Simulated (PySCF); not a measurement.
**La²⁺ (lanthanum, charge +2) across methods**

[Xe] 6s1, 2S determinant (an excited configuration). All numbers are calculated (PySCF 2.14, a scalar-relativistic core potential, in def2-QZVPPD with the def2 core potential (46 electrons)).

```json
{"method": "wB97M-V", "E (hartree)": "-30.7263", "mean ε 5p α (eV)": "-41.549", "mean ε 5p β (eV)": "-41.385", "mean ε 6s α (eV)": "-17.095", "Σ⟨r²⟩ (bohr²)": "42.77", "⟨S²⟩": "0.750"}
{"method": "PBE0", "E (hartree)": "-30.7987", "mean ε 5p α (eV)": "-39.220", "mean ε 5p β (eV)": "-39.038", "mean ε 6s α (eV)": "-15.502", "Σ⟨r²⟩ (bohr²)": "42.62", "⟨S²⟩": "0.750"}
{"method": "PBE", "E (hartree)": "-30.8128", "mean ε 5p α (eV)": "-37.537", "mean ε 5p β (eV)": "-37.343", "mean ε 6s α (eV)": "-14.942", "Σ⟨r²⟩ (bohr²)": "42.45", "⟨S²⟩": "0.750"}
{"method": "LDA", "E (hartree)": "-30.7110", "mean ε 5p α (eV)": "-37.409", "mean ε 5p β (eV)": "-37.240", "mean ε 6s α (eV)": "-15.181", "Σ⟨r²⟩ (bohr²)": "42.47", "⟨S²⟩": "0.750"}
{"method": "r2SCAN", "E (hartree)": "-30.8108", "mean ε 5p α (eV)": "-38.149", "mean ε 5p β (eV)": "-38.006", "mean ε 6s α (eV)": "-14.990", "Σ⟨r²⟩ (bohr²)": "42.71", "⟨S²⟩": "0.750"}
{"method": "BLYP", "E (hartree)": "-30.7828", "mean ε 5p α (eV)": "-37.351", "mean ε 5p β (eV)": "-37.214", "mean ε 6s α (eV)": "-14.908", "Σ⟨r²⟩ (bohr²)": "42.38", "⟨S²⟩": "0.750"}
{"method": "r2SCAN0", "E (hartree)": "-30.7879", "mean ε 5p α (eV)": "-39.583", "mean ε 5p β (eV)": "-39.443", "mean ε 6s α (eV)": "-15.584", "Σ⟨r²⟩ (bohr²)": "42.76", "⟨S²⟩": "0.750"}
{"method": "HSE06", "E (hartree)": "-30.7987", "mean ε 5p α (eV)": "-38.801", "mean ε 5p β (eV)": "-38.621", "mean ε 6s α (eV)": "-15.202", "Σ⟨r²⟩ (bohr²)": "42.58", "⟨S²⟩": "0.750"}
```

Q: Estimate the same row for UHF.

A: E (hartree) = -30.47784; mean ε 5p α (eV) = -43.220; mean ε 5p β (eV) = -43.066; mean ε 6s α (eV) = -16.699; Σ⟨r²⟩ (bohr²) = 43.67; ⟨S²⟩ = 0.750.

Energies and moments cover only the electrons outside the core potential. Spin-orbit coupling, which splits the p, d and f shells strongly at this Z, is absent.
